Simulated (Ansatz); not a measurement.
Reaction (ligand exchange at the Al–Cl bond): `[F][Al]([Cl])[O][SiH3]` + silanol → `[F][Al]([O][SiH3])[O][SiH3]` + HCl

Computed with Ansatz on PBE0-D4/def2-TZVP structures; ΔE is electronic, products minus reactants. CBS: MP2 limit from def2 TZ/QZ plus the TZ coupled-cluster correction, frozen cores. This one scheme is used for every species. DFT in def2-TZVPP. One conformer a species, not always the lowest.

(1) Is it downhill or uphill in electronic energy at CCSD(T)/CBS, and by how much? (Best estimate.)

(2) What do these levels give: BLYP-D4, ωB97M-V, B2PLYP, PBE-QIDH, PBE0, CCSD/CBS(def2)? (Estimate.)

Largest T1 diagnostic among the species: 0.012.

Answers

(1) The calculation gave: Nearly level: ΔE = +0.3 kJ/mol.

(2) The calculation gave: BLYP-D4 -1.9, ωB97M-V 2.6, B2PLYP -1.1, PBE-QIDH 3.6, PBE0 7.7, CCSD/CBS(def2) -1.1 kJ/mol.

At CCSD(T), def2-SVP lies −6.2 kJ/mol from the extrapolated value and def2-TZVPP −3.7 kJ/mol. From BLYP to BHLYP (50 % exact exchange), in def2-TZVPP and without D4, ΔE moves by −3.4 kJ/mol. Leaving LDA and LC-ωPBE aside and taking each functional with its dispersion term where it has one, the values, not all of them listed here, spread over 12.9 kJ/mol, from CAM-B3LYP-D4 to revPBE-D4. LDA lies −4.9 kJ/mol from PBE without D4.
